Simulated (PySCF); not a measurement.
Two-dimensional NMR puzzle

Compound of formula C2H7ClSi2. Correlations simulated from computed shifts and the bond graph:

HSQC (one-bond C–H):
```tsv
δH	δC
6.98	141.1
```

COSY cross peaks (H two or three bonds apart, from the bond graph; peaks can be absent where the dihedral angle is near 90°):
```tsv
δH	δH
6.98	4.25
```

HMBC (two and three bonds, from the bond graph):
```tsv
δH	δC
6.98	160.1
4.28	160.1, 141.1
4.25	160.1, 141.1
```

Carbons without hydrogens: δ 160.1.

One computed conformer, relativity neglected, isolated molecule, equivalent nuclei averaged. GIAO PBE0/pcSseg-1 shieldings; GFN2-xTB structure; PySCF.

Scale: 1H and 13C vs TMS (reference shieldings calculated alike).

Exchangeable hydrogens are left out of these lists.

Assemble the structure.

Answers

SMILES [SiH3]/C=C(\[SiH3])Cl.

Atom-mapped SMILES (the numbers label the heavy atoms): `[SiH3:1]/[CH:2]=[C:3](\[SiH3:4])[Cl:5]` (H(Xn): hydrogen on atom n).

1. δC 160.1 is C3, a fully substituted alkene carbon.
2. δC 141.1 is C2, an alkene CH (δH 6.98).
3. HMBC from δH 6.98 reaches the proton-free carbon C3.
4. HMBC from δH 4.28 reaches the proton-free carbon C3.
5. HMBC from δH 4.25 reaches the proton-free carbon C3.
6. COSY links 6.98–4.25.

Carbons that carry Cl, above all several Cl atoms, come out too deshielded, partly because spin–orbit coupling is missing. Shifts are as computed. Against solution values, carbons near 30 ppm lie about +3 ppm off and those near 130 ppm about +5 ppm; carbons on Cl a further +6 ppm. Of 1211 compounds with measured shifts, 218 miss one by over three times the rms of a fit or turn the order of signals round; such compounds aren't used in these exercises.
